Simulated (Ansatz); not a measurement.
Relaxation of BCl₂H₃O (7 atoms, charge 0, multiplicity 1), to a largest force component of 0.03 eV/Å in at most 50 steps.

The calculation used RKS PBE/def2-SVP in Ansatz.

```xyz
7
Properties=species:S:1:pos:R:3:forces:R:3
B 0.001 0.564 -0.396 -0.08 1.11 0.12
H -0.003 -0.226 1.868 0.23 -1.86 -0.07
O 1.231 0.029 -0.522 0.07 -0.08 -0.08
H 1.211 -0.881 -0.880 -0.01 0.12 0.07
Cl -1.467 -0.309 -0.853 -0.07 -0.04 -0.02
Cl -0.131 2.294 0.170 0.11 -0.88 -0.48
H -0.097 0.478 1.998 -0.24 1.62 0.47
```

Task: Where does it end, and by what steps?

Result: It converged. The force dipped under the threshold on the way, but the program's further checks kept it going. After 26 steps the energy has fallen by 0.222 eV; H2 moved furthest, 1.55 Å.

```csv
step,energy less start (eV),largest force component (eV/Å),accepted
0,0.0000,1.862,yes
1,-0.1451,0.635,yes
2,-0.1832,0.484,yes
3,-0.2055,0.335,yes
4,-0.2105,0.360,yes
5,-0.2101,0.566,no
6,-0.2155,0.084,yes
7,-0.2171,0.045,yes
8,-0.2160,0.348,no
9,-0.2181,0.030,yes
10,-0.2173,0.141,no
11,-0.2185,0.038,yes
12,-0.2188,0.054,yes
13,-0.2191,0.073,yes
14,-0.2194,0.095,yes
15,-0.2197,0.082,yes
16,-0.2200,0.085,yes
17,-0.2155,0.302,no
18,-0.2206,0.065,yes
19,-0.2208,0.058,yes
20,-0.2209,0.052,yes
21,-0.2211,0.051,yes
22,-0.2212,0.061,yes
23,-0.2211,0.067,no
24,-0.2214,0.035,yes
25,-0.2215,0.026,yes
26,-0.2216,0.014,yes
```

```xyz
7
Properties=species:S:1:pos:R:3
B 0.097 0.534 -0.798
H -0.305 -0.062 3.375
O 1.319 0.103 -1.182
H 1.273 -0.713 -1.716
Cl -1.384 -0.332 -1.254
Cl -0.004 1.998 0.181
H -0.250 0.422 2.779
```

Whether the end is a true minimum wasn't checked by a vibrational analysis.

Time of the run: 44 s on 1 thread of Intel(R) Xeon(R) Platinum 8375C CPU @ 2.90GHz (Ice Lake), on a shared host, peak memory 0.15 GiB.
